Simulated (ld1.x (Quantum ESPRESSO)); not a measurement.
**An all-electron radial function and its pseudo partner (calcium (Ca))**

Columns: radius, all-electron u(r) and pseudo u(r) of the 3d shell (level -1.95 eV) of calcium in the configuration [Ne] 3s2 3p6 3d0 4s2 4p0; PBE, scalar-relativistic, TM semilocal scheme, ld1.x (Quantum ESPRESSO) 7.5.

```
r (bohr)  all-electron  pseudo
   0.180        0.0627  0.0121
   0.360        0.2228  0.0858
   0.540        0.3803  0.2374
   0.720        0.4989  0.4246
   0.900        0.5751  0.5808
   1.080        0.6139  0.6643
   1.260        0.6257  0.6785
   1.440        0.6195  0.6530
   1.620        0.6025  0.6162
   1.800        0.5794  0.5825
   1.980        0.5534  0.5536
   2.160        0.5264  0.5264
   2.340        0.4995  0.4995
   2.520        0.4736  0.4736
   2.700        0.4491  0.4491
   2.880        0.4261  0.4261
   3.060        0.4045  0.4045
   3.240        0.3840  0.3840
   3.420        0.3643  0.3643
   3.600        0.3453  0.3453
   3.780        0.3271  0.3271
   3.960        0.3094  0.3094
   4.140        0.2923  0.2923
   4.320        0.2758  0.2758
   4.500        0.2599  0.2599
   4.680        0.2447  0.2447
```

Q: How many radial nodes do the two functions have?

A: The all-electron 3d function has n − l − 1 = 0; the pseudo-wave has 0.

Q: At about which radius was the pseudo-wave matched?

A: 2.20 bohr. The columns agree to 0.0005 from 1.98 bohr on; several derivatives are matched, so the curves merge somewhat inside the radius.

Q: Is the pseudo-wave norm-conserving?

A: Yes: the TM semilocal scheme keeps the norm inside the radius equal to the all-electron one, which fixes the energy derivative of the logarithmic derivative at the level.
